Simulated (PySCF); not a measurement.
ZnS⁻: energy against distance

Set-up: PySCF, no relativity, basis sets Zn def2-TZVPPD, S def2-TZVPPD. Energies in eV from Zn + S⁻ in their ground configurations at the same level. State: ²Σ⁺ (doublet), unpaired electrons σ ↑.

All columns are B2PLYP. A positive dipole points towards S; it is taken about the centre of mass and depends on that origin.

```csv
R (Å),E (eV),μ (D),Mulliken charge on Zn (basis-dependent),HOMO (eV),LUMO (eV),Mayer bond order,⟨S²⟩
1.843,-0.673,-2.68,-0.13,-0.83,3.33,1.83,0.75
1.929,-1.185,-3.17,-0.16,-0.97,3.21,1.78,0.76
2.014,-1.464,-3.63,-0.17,-1.09,3.09,1.70,0.76
2.079,-1.564,-3.96,-0.16,-1.18,3.01,1.64,0.76
2.143,-1.595,-4.25,-0.15,-1.26,2.93,1.57,0.76
2.207,-1.576,-4.51,-0.14,-1.33,2.86,1.49,0.76
2.293,-1.493,-4.78,-0.13,-1.42,2.78,1.37,0.77
2.400,-1.336,-5.00,-0.11,-1.53,2.74,1.20,0.77
2.529,-1.121,-5.16,-0.10,-1.55,2.74,0.99,0.78
2.700,-0.858,-5.43,-0.08,-1.55,2.80,0.72,0.78
```

A fit through these points gives, at Re = 2.147 Å, μ = -4.27 D and dμ/dR = -4.25 D/Å; the reduced mass is 21.31 u.

Task: How strong is the fundamental in the double-harmonic approximation, I = 42.26·(dμ/dR)²/μred km/mol?

Result: I = 42.26·(-4.25)²/21.31 = 35.8 km/mol at B2PLYP.

Correlated steps freeze 10 core orbitals. For an ion De counts to the pair picked by the measured ionisation energies or electron affinities, which need not be the lowest pair at this level. B2PLYP dipoles, levels and charges come from its SCF part alone. The state was picked by a PBE0 search and need not be the measured ground state.
